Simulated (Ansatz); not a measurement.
Reaction (ligand exchange at the Al–C bond): `[CH3][AlH][C](=N)O` + `O[SiH2]O` → `[CH3][AlH][O][SiH2]O` + `N=CO`

Computed with Ansatz on PBE0-D4/def2-TZVP structures; ΔE is electronic, products minus reactants. CBS: MP2 limit from def2 TZ/QZ plus the TZ coupled-cluster correction, frozen cores. This one scheme is used for every species. DFT in def2-TZVPP. B3LYP here is the variant with VWN-RPA as its local correlation; programs differ in this. Each species was taken in one conformer, which may not be the lowest.

Is it downhill or uphill in electronic energy at CCSD(T)/CBS, and by how much? (Estimate.)

Ansatz gave: Downhill: ΔE = -1.73 eV.

What do these levels give: PBE-D4, B3LYP-D4, ωB97X-V, ωB97M-V, B2PLYP, B3LYP, HF/def2-TZVPP, MP2/def2-TZVPP, CCSD/def2-TZVPP, HF/CBS(def2), MP2/CBS(def2), CCSD/CBS(def2)? (Best estimate.)

The calculation gave: PBE-D4 -1.60, B3LYP-D4 -1.76, ωB97X-V -1.73, ωB97M-V -1.71, B2PLYP -1.78, B3LYP -1.77, HF/def2-TZVPP -1.97, MP2/def2-TZVPP -1.77, CCSD/def2-TZVPP -1.79, HF/CBS(def2) -1.99, MP2/CBS(def2) -1.75, CCSD/CBS(def2) -1.77 eV.

Largest T1 diagnostic among the species: 0.014.

In def2-TZVPP, CCSD(T) changes the Hartree–Fock value by +0.22 eV (the triples alone add +0.04 eV) and MP2 by +0.20 eV. From PBE to PBE0 (25 % exact exchange), in def2-TZVPP and without D4, ΔE moves by −0.08 eV.
